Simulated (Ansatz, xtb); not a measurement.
System: PbI₂, net charge -1, doublet state. SMILES of the parent species: [I][Pb][I]
Geometry from a B3LYP-D3(BJ)/def2-TZVP (Ansatz, a quantum-chemistry and plane-wave program) optimisation:
```xyz
3

Pb     0.0209     0.0169     1.0430
I      1.1807    -2.0616    -0.7976
I     -1.2129     2.0354    -0.8162
```
Charge -1, spin multiplicity 2.

Harmonic wavenumbers from GFN2-xTB (xtb, at its own minimum), cm⁻¹: 38, 141, 145.

Give the harmonic wavenumbers at B3LYP-D3(BJ)/def2-TZVP (Ansatz, finite differences of forces, unscaled).

34, 115, 122 cm⁻¹. Zero-point energy 0.4 kcal/mol.
